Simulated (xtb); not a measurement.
xtb input:

```bash
xtb mol.xyz --gfn 1 --opt tight --chrg 0 --uhf 0
```
mol.xyz:
```
4

Ga    -0.00000000    -0.00000000    -0.00000000
H      0.66578603    -0.43144687     1.35463327
H     -0.30428838     1.51485735    -0.27760499
H     -0.36149765    -1.08341048    -1.07702828
```

What final total energy does it print?

-2.93124 Eh (GFN1-xTB).
